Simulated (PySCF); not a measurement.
Orbital gap (eV) of eight silicon and germanium compounds: PBE beside HF, computed with PySCF for isolated molecules in the bases named; differences from unrounded values. The eight are the first of their class met in an unordered collection, after screening for sound electronic states; none was chosen by its value. Each molecule has one DFT geometry for both levels.

```json
[
 {"molecule": "C3H5ClSi, SMILES C#C[Si@@H](C)Cl", "basis": "def2-TZVP", "HF": "14.10"},
 {"molecule": "CH₇F₂NSi₂, SMILES F[Si](F)([SiH2]N)C", "basis": "def2-TZVP", "HF": "13.41"},
 {"molecule": "H6O3Si2, SMILES O[SiH2][SiH](O)O", "basis": "def2-TZVP", "HF": "13.40"},
 {"molecule": "C2H6OSi2, SMILES C1=C[SiH2][Si@@H]1O", "basis": "def2-TZVP", "HF": "12.79"},
 {"molecule": "C₂H₆F₂Ge, SMILES [CH3][Ge]([CH3])([F])[F]", "basis": "def2-TZVP", "HF": "15.37"},
 {"molecule": "CH5FO2Si2, SMILES [SiH2]1CO[Si@H](F)O1", "basis": "def2-TZVP", "HF": "14.66"},
 {"molecule": "C2H5ClOSi2, SMILES O[SiH2]C#C[SiH2]Cl", "basis": "def2-TZVP", "HF": "13.16"},
 {"molecule": "C3H8OSi2, SMILES C1[SiH2][C@@H]([SiH3])OC=1", "basis": "def2-TZVP", "HF": "12.42"}
]
```

Question: Estimate the PBE values and say how PBE differs from HF over the set. (Estimate from the structure and the level; the computed values follow.)

Answer: 
| molecule | PBE | difference |
|---|---|---|
| C3H5ClSi, SMILES C#C[Si@@H](C)Cl | 5.60 | -8.51 |
| CH₇F₂NSi₂, SMILES F[Si](F)([SiH2]N)C | 4.88 | -8.53 |
| H6O3Si2, SMILES O[SiH2][SiH](O)O | 5.23 | -8.18 |
| C2H6OSi2, SMILES C1=C[SiH2][Si@@H]1O | 4.33 | -8.46 |
| C₂H₆F₂Ge, SMILES [CH3][Ge]([CH3])([F])[F] | 7.20 | -8.17 |
| CH5FO2Si2, SMILES [SiH2]1CO[Si@H](F)O1 | 5.81 | -8.85 |
| C2H5ClOSi2, SMILES O[SiH2]C#C[SiH2]Cl | 4.96 | -8.19 |
| C3H8OSi2, SMILES C1[SiH2][C@@H]([SiH3])OC=1 | 4.60 | -7.82 |
PBE lies below HF in 8 and above it in 0 of the eight; the mean signed difference is -8.34 and the largest -8.85 eV.
